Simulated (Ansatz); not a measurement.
B₇N₆⁺, 13 atoms. Hardware: 6 threads of Intel Xeon on a shared host.

Correlated methods freeze 13 core orbitals.

How many basis functions does each of these Ansatz runs have, and roughly what does it cost? CCSD(T)/def2-SVP, charge 1 singlet, energy, from earlier orbitals; PBE0-D4/def2-TZVP, charge 1 singlet, energy, from earlier orbitals; PBE-D4/def2-SVP, charge 1 singlet, relaxation, 8 steps; PBE-D4/def2-TZVP, charge 1 singlet, energy and forces, from earlier orbitals; PBE-D4/def2-SVP, charge 1 singlet, energy, from earlier orbitals; PBE0-D4/def2-SVP, charge 1 singlet, energy, from earlier orbitals; r2SCANh-D4/def2-TZVP, charge 1 singlet, energy, from earlier orbitals; HF/STO-3G, charge 1 singlet, energy; r2SCAN-D4/def2-TZVP, charge 1 singlet, energy, from earlier orbitals.

Other jobs shared the machine, so times can vary by a factor of up to 3. A dash marks memory too small to be measured apart from the calling script's.

| run | functions | fitting or Cholesky vectors | wall time | peak host memory (GiB) |
| --- | --- | --- | --- | --- |
| HF/STO-3G, charge 1 singlet, energy | 65 | 886 | 1.7 s | – |
| PBE-D4/def2-SVP, charge 1 singlet, energy, from earlier orbitals | 182 | 2110 | 5 s | – |
| PBE0-D4/def2-SVP, charge 1 singlet, energy, from earlier orbitals | 182 | 2110 | 7.5 s | 0.7 |
| PBE-D4/def2-TZVP, charge 1 singlet, energy and forces, from earlier orbitals | 403 | 2113 | 14 s | 0.84 |
| r2SCAN-D4/def2-TZVP, charge 1 singlet, energy, from earlier orbitals | 403 | 2113 | 20 s | 0.89 |
| PBE0-D4/def2-TZVP, charge 1 singlet, energy, from earlier orbitals | 403 | 2113 | 26 s | 2.1 |
| r2SCANh-D4/def2-TZVP, charge 1 singlet, energy, from earlier orbitals | 403 | 2113 | 26 s | 1.8 |
| PBE-D4/def2-SVP, charge 1 singlet, relaxation, 8 steps | 182 | 2110 | 29 s | – |
| CCSD(T)/def2-SVP, charge 1 singlet, energy, from earlier orbitals | 182 | 1850 | 4.1 min | 2.6 |
